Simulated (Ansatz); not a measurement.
Relaxation of ClF$_{2}$GeH (5 atoms, charge 0, multiplicity 1), to a largest force component of 0.02 eV/Å in at most 40 steps.

Computed with Ansatz, RHF/def2-SVP.

```xyz
5
Properties=species:S:1:pos:R:3
Ge 0.000 0.000 0.000
F 0.000 0.000 1.680
F 1.584 0.000 -0.559
Cl -1.046 1.812 -0.739
H -0.730 -1.265 -0.516
```

**Question.** Where does it end, and by what steps?

**Answer.** It converged. After 4 steps the energy has fallen by 0.149 eV; Cl4 moved furthest, 0.08 Å.

| step | energy less start (eV) | largest force component (eV/Å) | accepted |
| --- | --- | --- | --- |
| 0 | 0.0000 | 2.144 | yes |
| 1 | -0.1091 | 0.762 | yes |
| 2 | -0.1463 | 0.224 | yes |
| 3 | -0.1485 | 0.021 | yes |
| 4 | -0.1486 | 0.006 | yes |

```xyz
5
Properties=species:S:1:pos:R:3
Ge -0.054 -0.010 -0.038
F 0.010 0.030 1.660
F 1.569 0.030 -0.544
Cl -0.991 1.770 -0.701
H -0.725 -1.273 -0.512
```

The run took 11 s on 1 thread of Arm Neoverse V1 (shared host), peak memory 0.12 GiB.
